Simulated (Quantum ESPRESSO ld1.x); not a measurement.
The numbers below are computed, except where a source is named.
One sound ld1.x (Quantum ESPRESSO 7.5) input for the silicon ion Si3+ gives E = -287.183 hartree in 26 iterations:

```
 &input
    zed=14.0,
    iswitch=1,
    rel=2,
    dft='PBESOL',
    config='[Ne] 3s1',
    verbosity='high',
    lsmall=.true.,
    prefix='ld1',
    max_out_wfc=37,
    file_charge='ld1.rho',
 /
```

Changed or added lines, one case at a time, and what came of them:

- config='[Ne] 3s1 3f1': refused. The program stops in el_config with "main/angular quantum number mismatch": l must be smaller than n.
- rmax=5000.0: harmless. The energy moves by less than 1e-5 hartree against the default mesh (-287.183 hartree).
- zed=104.0: refused. The program stops in ld1_readin with "wrong nuclear charge zed: 104.00": zed must lie above 0 and at most 103.
- cau_fact=11.79: crashed. The program stops in dirsol with "no classical turning point found": with c below Z the Dirac equation of a point nucleus has no 1s solution.
- tr2=1e-25: usable despite the warning. The threshold lies below the rounding noise, so the cycle runs to its limit and warns, but the energy differs from the sound run by less than 1e-5 hartree.
- config='[Ne] 3s1 5g1': refused. The program stops in el_config with "l not found:G": the config string knows s, p, d and f alone.
- rel=1 lsd=1 dft='PW91': silently wrong. The run ends normally, but in this build (ld1.x 7.5) Etot and Exc of a spin-polarised run lack the gradient corrections of exchange and correlation and come out near their LSDA values (nitrogen, PBE: -54.132 hartree against -54.536 from two other codes). The eigenvalues and orbitals are those of the GGA; the energies must not be used.
